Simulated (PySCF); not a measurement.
C₃H₁₀AlClOSi (SMILES C[Si](C)(C)[O][AlH][Cl]), singlet, geometry from GFN2-xTB (such geometries of metal compounds can be far from the true shape), with bond 13-7 at 1.4 times its length; PySCF with CASSCF(4,5)/STO-3G.

Here is a job for PySCF.
```python
from pyscf import gto, scf, mcscf
import numpy

mol = gto.M(
    atom='''
Al   -1.08774559    1.46682039   -0.33429966
Cl   -0.17154377    3.22995126    0.04962859
H    -2.51194642    1.39878112   -0.83782132
O    -0.34212470   -0.00594155   -0.12347269
Si    0.37254003   -1.48430827    0.08033186
C     0.51101413   -1.78515259    1.95613753
C    -0.74891864   -2.77515942   -0.75813193
C     2.08706342   -1.39796513   -0.74523807
H     0.98228875   -2.73974154    2.16704096
H    -0.46760662   -1.78864801    2.42785191
H     1.10182343   -1.01075337    2.43701403
H    -1.74364146   -2.77570407   -0.32213183
H    -0.17819593   -4.17567392   -0.61218837
H    -0.85901313   -2.57188163   -1.81941877
H     2.70002554   -0.61945435   -0.30024689
H     2.00258597   -1.17949381   -1.80611908
H     2.62016420   -2.33790266   -0.64354295
''',
    basis='sto-3g',
    verbose=4,
)

mf = scf.RHF(mol)
mf.kernel()
mc = mcscf.CASSCF(mf, 5, 4)
mc.fix_spin_(ss=0.0)
mc.kernel()
occ = numpy.linalg.eigvalsh(mc.fcisolver.make_rdm1(mc.ci, mc.ncas, mc.nelecas))[::-1]
ss = mc.fcisolver.spin_square(mc.ci, mc.ncas, mc.nelecas)[0]
print('natural occupations', occ.round(4), ' <S^2>', round(ss, 4))
```

Q: What does PySCF print? Leave out banner, timings and long lists.

A: 
```
PySCF version 2.14.0

[INPUT] verbose = 4
[INPUT] num. atoms = 17
[INPUT] num. electrons = 80
[INPUT] charge = 0
[INPUT] spin (= nelec alpha-beta = 2S) = 0
[INPUT] symmetry False subgroup None
[INPUT] Mole.unit = angstrom
[INPUT] Symbol           X                Y                Z      unit          X                Y                Z       unit  Magmom
[...]
nuclear repulsion = 503.260811655712
number of shells = 37
number of NR pGTOs = 171
number of NR cGTOs = 57
basis = sto-3g
ecp = {}

******** <class 'pyscf.scf.hf.RHF'> ********
method = RHF
initial guess = minao
damping factor = 0
level_shift factor = 0
DIIS = <class 'pyscf.scf.diis.CDIIS'>
diis_start_cycle = 1
diis_space = 8
diis_damp = 0
SCF conv_tol = 1e-09
SCF conv_tol_grad = None
SCF max_cycles = 50
direct_scf = True
direct_scf_tol = 1e-13
Set gradient conv threshold to 3.16228e-05
Initial guess from minao.
init E= -1170.91677473111
[...]
cycle= 1 E= -1171.08829029118  delta_E= -0.172  |g|= 0.574  |ddm|= 4.63
[...]
cycle= 2 E= -1171.20333214177  delta_E= -0.115  |g|= 0.251  |ddm|= 1.22
[...]
cycle= 3 E= -1171.22396488637  delta_E= -0.0206  |g|= 0.0394  |ddm|= 0.385
[...]
cycle= 4 E= -1171.22480604917  delta_E= -0.000841  |g|= 0.00659  |ddm|= 0.09
[...]
cycle= 5 E= -1171.22483116772  delta_E= -2.51e-05  |g|= 0.00191  |ddm|= 0.0146
[...]
cycle= 6 E= -1171.22483379825  delta_E= -2.63e-06  |g|= 0.000453  |ddm|= 0.00501
[...]
cycle= 7 E= -1171.22483394585  delta_E= -1.48e-07  |g|= 0.000113  |ddm|= 0.00119
[...]
cycle= 8 E= -1171.22483395408  delta_E= -8.24e-09  |g|= 2.82e-05  |ddm|= 0.000258
[...]
cycle= 9 E= -1171.22483395481  delta_E= -7.24e-10  |g|= 6.58e-06  |ddm|= 8.6e-05
[...]
Extra cycle  E= -1171.22483395486  delta_E= -4.68e-11  |g|= 2.71e-06  |ddm|= 1.52e-05
converged SCF energy = -1171.22483395486

******** <class 'pyscf.mcscf.mc1step.CASSCF'> ********
CAS (2e+2e, 5o), ncore = 38, nvir = 14
max_cycle_macro = 50
max_cycle_micro = 4
conv_tol = 1e-07
conv_tol_grad = None
orbital rotation max_stepsize = 0.02
orbital rotation threshold for CI restart = 0.01
augmented hessian ah_max_cycle = 30
augmented hessian ah_conv_tol = 1e-12
augmented hessian ah_linear dependence = 1e-14
augmented hessian ah_level shift = 1e-08
augmented hessian ah_start_tol = 2.5
augmented hessian ah_start_cycle = 3
augmented hessian ah_grad_trust_region = 3
kf_trust_region = 3
kf_interval = 4
ci_response_space = 4
ci_grad_trust_region = 3
with_dep4 0
natorb = False
canonicalization = True
sorting_mo_energy = False
ao2mo_level = 2
internal_rotation = False
******** <class 'pyscf.fci.addons.SpinPenaltyFCISolver'> ********
max. cycles = 50
conv_tol = 1e-08
davidson only = True
linear dependence = 1e-12
level shift = 0.001
max iter space = 12
nroots = 1
pspace_size = 400
spin = None
CASCI E = -1171.22638048962  S^2 = 0.0000000
Set conv_tol_grad to 0.000316228
macro iter   1 ( 21 JK    4 micro), CASSCF E = -1171.23075437384  dE = -4.37388422e-03  S^2 = 0.0000000
               |grad[o]|=0.00548  |grad[c]|=0.049  |ddm|=0.0119  |maxRot[o]|=0.291
macro iter   2 ( 21 JK    4 micro), CASSCF E = -1171.25053141469  dE = -1.97770409e-02  S^2 = 0.0000000
               |grad[o]|=0.0137  |grad[c]|= 0.03  |ddm|=0.0531  |maxRot[o]|=0.241
macro iter   3 ( 21 JK    4 micro), CASSCF E = -1171.26128998981  dE = -1.07585751e-02  S^2 = 0.0000000
               |grad[o]|=0.0305  |grad[c]|=0.0346  |ddm|=0.0324  |maxRot[o]|=0.157
macro iter   4 ( 21 JK    4 micro), CASSCF E = -1171.26580929211  dE = -4.51930231e-03  S^2 = 0.0000000
               |grad[o]|=0.0228  |grad[c]|=0.0175  |ddm|=0.0113  |maxRot[o]|=0.0905
macro iter   5 ( 21 JK    4 micro), CASSCF E = -1171.26720862294  dE = -1.39933083e-03  S^2 = 0.0000000
               |grad[o]|=0.0124  |grad[c]|=0.00969  |ddm|=0.00334  |maxRot[o]|=0.0711
macro iter   6 ( 21 JK    4 micro), CASSCF E = -1171.26724544052  dE = -3.68175799e-05  S^2 = 0.0000000
               |grad[o]|=0.00479  |grad[c]|=0.0112  |ddm|=0.0137  |maxRot[o]|=0.00701
macro iter   7 ( 21 JK    4 micro), CASSCF E = -1171.26727780246  dE = -3.23619392e-05  S^2 = 0.0000000
               |grad[o]|=0.00444  |grad[c]|=0.0113  |ddm|=0.0139  |maxRot[o]|=0.00706
macro iter   8 ( 21 JK    4 micro), CASSCF E = -1171.26730399047  dE = -2.61880127e-05  S^2 = 0.0000000
               |grad[o]|=0.00414  |grad[c]|=0.0114  |ddm|=0.0141  |maxRot[o]|=0.00619
macro iter   9 ( 21 JK    4 micro), CASSCF E = -1171.26732548341  dE = -2.14929400e-05  S^2 = 0.0000000
               |grad[o]|=0.00387  |grad[c]|=0.0115  |ddm|=0.0142  |maxRot[o]|=0.00543
macro iter  10 ( 21 JK    4 micro), CASSCF E = -1171.26734342528  dE = -1.79418710e-05  S^2 = 0.0000000
               |grad[o]|=0.00364  |grad[c]|=0.0116  |ddm|=0.0143  |maxRot[o]|=0.00518
macro iter  11 ( 21 JK    4 micro), CASSCF E = -1171.26735866419  dE = -1.52389075e-05  S^2 = 0.0000000
               |grad[o]|=0.00345  |grad[c]|=0.0117  |ddm|=0.0145  |maxRot[o]|=0.00529
macro iter  12 ( 21 JK    4 micro), CASSCF E = -1171.26737183416  dE = -1.31699692e-05  S^2 = 0.0000000
               |grad[o]|=0.00328  |grad[c]|=0.0118  |ddm|=0.0146  |maxRot[o]|=0.00539
macro iter  13 ( 21 JK    4 micro), CASSCF E = -1171.26738341969  dE = -1.15855271e-05  S^2 = 0.0000000
               |grad[o]|=0.00314  |grad[c]|=0.0118  |ddm|=0.0147  |maxRot[o]|=0.0055
macro iter  14 ( 21 JK    4 micro), CASSCF E = -1171.26739379130  dE = -1.03716106e-05  S^2 = 0.0000000
               |grad[o]|=0.00302  |grad[c]|=0.0119  |ddm|=0.0148  |maxRot[o]|=0.0056
macro iter  15 ( 21 JK    4 micro), CASSCF E = -1171.26740323567  dE = -9.44437670e-06  S^2 = 0.0000000
               |grad[o]|=0.00292  |grad[c]|=0.012  |ddm|=0.0149  |maxRot[o]|=0.0057
macro iter  16 ( 21 JK    4 micro), CASSCF E = -1171.26741197424  dE = -8.73856879e-06  S^2 = 0.0000000
               |grad[o]|=0.00284  |grad[c]|=0.012  |ddm|=0.0149  |maxRot[o]|=0.00579
macro iter  17 ( 21 JK    4 micro), CASSCF E = -1171.26742017988  dE = -8.20563582e-06  S^2 = 0.0000000
[...]
               |grad[o]|=0.0026  |grad[c]|=0.0124  |ddm|=0.0154  |maxRot[o]|=0.00612
macro iter  22 ( 21 JK    4 micro), CASSCF E = -1171.26745698575  dE = -7.04346303e-06  S^2 = 0.0000000
               |grad[o]|=0.00258  |grad[c]|=0.0124  |ddm|=0.0155  |maxRot[o]|=0.00614
macro iter  23 ( 21 JK    4 micro), CASSCF E = -1171.26746396482  dE = -6.97907376e-06  S^2 = 0.0000000
               |grad[o]|=0.00256  |grad[c]|=0.0125  |ddm|=0.0156  |maxRot[o]|=0.00615
macro iter  24 ( 21 JK    4 micro), CASSCF E = -1171.26747090809  dE = -6.94326764e-06  S^2 = 0.0000000
               |grad[o]|=0.00256  |grad[c]|=0.0125  |ddm|=0.0156  |maxRot[o]|=0.00614
macro iter  25 ( 21 JK    4 micro), CASSCF E = -1171.26747784107  dE = -6.93297875e-06  S^2 = 0.0000000
               |grad[o]|=0.00255  |grad[c]|=0.0126  |ddm|=0.0157  |maxRot[o]|=0.00612
macro iter  26 ( 21 JK    4 micro), CASSCF E = -1171.26767891946  dE = -2.01078393e-04  S^2 = 0.0000000
               |grad[o]|=0.00255  |grad[c]|=0.00619  |ddm|=0.00466  |maxRot[o]|=0.0641
macro iter  27 (  7 JK    2 micro), CASSCF E = -1171.26790265475  dE = -2.23735286e-04  S^2 = 0.0000000
               |grad[o]|=0.00141  |grad[c]|=0.00911  |ddm|=0.0129  |maxRot[o]|=0.0699
macro iter  28 ( 21 JK    4 micro), CASSCF E = -1171.26836704339  dE = -4.64388647e-04  S^2 = 0.0000000
               |grad[o]|=0.00187  |grad[c]|=0.0128  |ddm|=0.0144  |maxRot[o]|=0.105
macro iter  29 ( 21 JK    4 micro), CASSCF E = -1171.26836954852  dE = -2.50512221e-06  S^2 = 0.0000000
               |grad[o]|=0.00291  |grad[c]|=0.0149  |ddm|=0.0147  |maxRot[o]|=0.0156
macro iter  30 ( 21 JK    4 micro), CASSCF E = -1171.26836521693  dE =  4.33159107e-06  S^2 = 0.0000000
               |grad[o]|=0.00286  |grad[c]|=0.0155  |ddm|=0.0156  |maxRot[o]|=0.0109
macro iter  31 ( 21 JK    4 micro), CASSCF E = -1171.26896266708  dE = -5.97450152e-04  S^2 = 0.0000000
               |grad[o]|=0.00285  |grad[c]|=0.0122  |ddm|=0.0132  |maxRot[o]|=0.0763
macro iter  32 ( 12 JK    3 micro), CASSCF E = -1171.26986304399  dE = -9.00376918e-04  S^2 = 0.0000000
               |grad[o]|=0.00365  |grad[c]|=0.0162  |ddm|=0.0166  |maxRot[o]|=0.082
macro iter  33 ( 12 JK    3 micro), CASSCF E = -1171.27131913242  dE = -1.45608843e-03  S^2 = 0.0000000
               |grad[o]|=0.00433  |grad[c]|=0.0277  |ddm|=0.027  |maxRot[o]|=0.111
macro iter  34 ( 21 JK    4 micro), CASSCF E = -1171.27134778250  dE = -2.86500776e-05  S^2 = 0.0000000
               |grad[o]|=0.00486  |grad[c]|=0.0141  |ddm|=0.0115  |maxRot[o]|=0.0213
macro iter  35 ( 21 JK    4 micro), CASSCF E = -1171.27143035945  dE = -8.25769523e-05  S^2 = 0.0000000
               |grad[o]|=0.0047  |grad[c]|=0.0176  |ddm|=0.0144  |maxRot[o]|=0.0279
macro iter  36 ( 21 JK    4 micro), CASSCF E = -1171.27148516139  dE = -5.48019395e-05  S^2 = 0.0000000
               |grad[o]|=0.00482  |grad[c]|=0.0191  |ddm|=0.0155  |maxRot[o]|=0.0202
macro iter  37 ( 21 JK    4 micro), CASSCF E = -1171.27151019919  dE = -2.50377982e-05  S^2 = 0.0000000
               |grad[o]|=0.00508  |grad[c]|=0.0197  |ddm|=0.0154  |maxRot[o]|=0.0179
macro iter  38 ( 21 JK    4 micro), CASSCF E = -1171.27151873218  dE = -8.53299457e-06  S^2 = 0.0000000
               |grad[o]|=0.00532  |grad[c]|=0.0198  |ddm|=0.0149  |maxRot[o]|=0.0185
macro iter  39 ( 21 JK    4 micro), CASSCF E = -1171.27151967068  dE = -9.38492803e-07  S^2 = 0.0000000
               |grad[o]|=0.00548  |grad[c]|=0.0202  |ddm|=0.0148  |maxRot[o]|=0.0194
macro iter  40 ( 21 JK    4 micro), CASSCF E = -1171.27151554532  dE =  4.12535724e-06  S^2 = 0.0000000
               |grad[o]|=0.0056  |grad[c]|=0.0202  |ddm|=0.0144  |maxRot[o]|=0.0198
macro iter  41 ( 21 JK    4 micro), CASSCF E = -1171.27230266452  dE = -7.87119206e-04  S^2 = 0.0000000
               |grad[o]|=0.00567  |grad[c]|=0.0153  |ddm|=0.0116  |maxRot[o]|=0.0478
macro iter  42 ( 12 JK    3 micro), CASSCF E = -1171.27362470242  dE = -1.32203789e-03  S^2 = 0.0000000
               |grad[o]|=0.00563  |grad[c]|=0.0191  |ddm|=0.0146  |maxRot[o]|=0.0818
macro iter  43 ( 21 JK    4 micro), CASSCF E = -1171.27367845039  dE = -5.37479727e-05  S^2 = 0.0000000
               |grad[o]|=0.00518  |grad[c]|=0.0129  |ddm|=0.00935  |maxRot[o]|=0.0215
macro iter  44 ( 21 JK    4 micro), CASSCF E = -1171.27366943991  dE =  9.01047838e-06  S^2 = 0.0000000
               |grad[o]|=0.00533  |grad[c]|=0.0145  |ddm|=0.00946  |maxRot[o]|=0.0153
macro iter  45 ( 21 JK    4 micro), CASSCF E = -1171.27428704893  dE = -6.17609018e-04  S^2 = 0.0000000
               |grad[o]|=0.00524  |grad[c]|=0.0113  |ddm|=0.00802  |maxRot[o]|=0.0412
macro iter  46 ( 12 JK    3 micro), CASSCF E = -1171.27529072622  dE = -1.00367730e-03  S^2 = 0.0000000
               |grad[o]|=0.00481  |grad[c]|=0.0163  |ddm|=0.0115  |maxRot[o]|=0.0756
macro iter  47 ( 21 JK    4 micro), CASSCF E = -1171.27531494691  dE = -2.42206829e-05  S^2 = 0.0000000
               |grad[o]|=0.00379  |grad[c]|=0.0111  |ddm|=0.00753  |maxRot[o]|= 0.02
macro iter  48 ( 21 JK    4 micro), CASSCF E = -1171.27531111073  dE =  3.83617225e-06  S^2 = 0.0000000
               |grad[o]|=0.004  |grad[c]|=0.0135  |ddm|=0.0085  |maxRot[o]|=0.014
macro iter  49 ( 21 JK    4 micro), CASSCF E = -1171.27572833192  dE = -4.17221186e-04  S^2 = 0.0000000
               |grad[o]|=0.00409  |grad[c]|=0.00968  |ddm|=0.00633  |maxRot[o]|=0.0381
macro iter  50 ( 12 JK    3 micro), CASSCF E = -1171.27630357846  dE = -5.75246541e-04  S^2 = 0.0000000
               |grad[o]|=0.00349  |grad[c]|=0.0125  |ddm|=0.00824  |maxRot[o]|=0.0701
1-step CASSCF not converged,  50 macro (991 JK 193 micro) steps
CASSCF canonicalization
Density matrix diagonal elements [1.98365294 1.91828417 0.01134816 0.0256469  0.06106783]
CASSCF energy = -1171.27630357846
CASCI E = -1171.27630357846  E(CI) = -3.84094332547534  S^2 = 0.0000000
natural occupations [1.9855e+00 1.9171e+00 8.3000e-02 1.3400e-02 1.0000e-03]  <S^2> 0.0
```

Convergence was not reached.
